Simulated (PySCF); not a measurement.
**B⁻ (boron, charge -1) across methods**

[He] 2s2 2p2, high-spin 3P determinant. Computed with PySCF 2.14 in def2-TZVPPD, with no relativity, point nucleus.

| method | E (hartree) | mean ε 2s α (eV) | mean ε 2s β (eV) | mean ε 2p α (eV) | Σ⟨r²⟩ (bohr²) | ⟨S²⟩ |
| --- | --- | --- | --- | --- | --- | --- |
| LDA | -24.3692 | -2.359 | -0.805 | 2.833 | 32.07 | 2.004 |
| LC-wPBE | -24.6375 | -7.013 | -4.406 | -0.537 | 30.74 | 2.005 |
| r2SCAN0 | -24.6488 | -4.188 | -1.762 | 1.755 | 31.12 | 2.009 |
| PBE | -24.6202 | -2.334 | -0.791 | 2.890 | 31.72 | 2.004 |
| UHF | -24.51579 | -7.963 | -3.644 | -0.514 | 31.09 | 2.013 |
| TPSS | -24.6744 | -2.692 | -0.832 | 2.775 | 31.43 | 2.007 |
| r2SCAN | -24.6490 | -2.842 | -0.824 | 2.621 | 31.35 | 2.009 |
| PBE0 | -24.6264 | -3.867 | -1.800 | 1.952 | 31.30 | 2.005 |
| M06 | -24.6394 | -3.440 | -1.684 | 2.325 | 31.02 | 2.005 |

The highest occupied level is positive at LDA, r2SCAN0, PBE, TPSS, r2SCAN, PBE0, M06: only the finite basis holds that electron, which in a density functional comes from self-interaction.
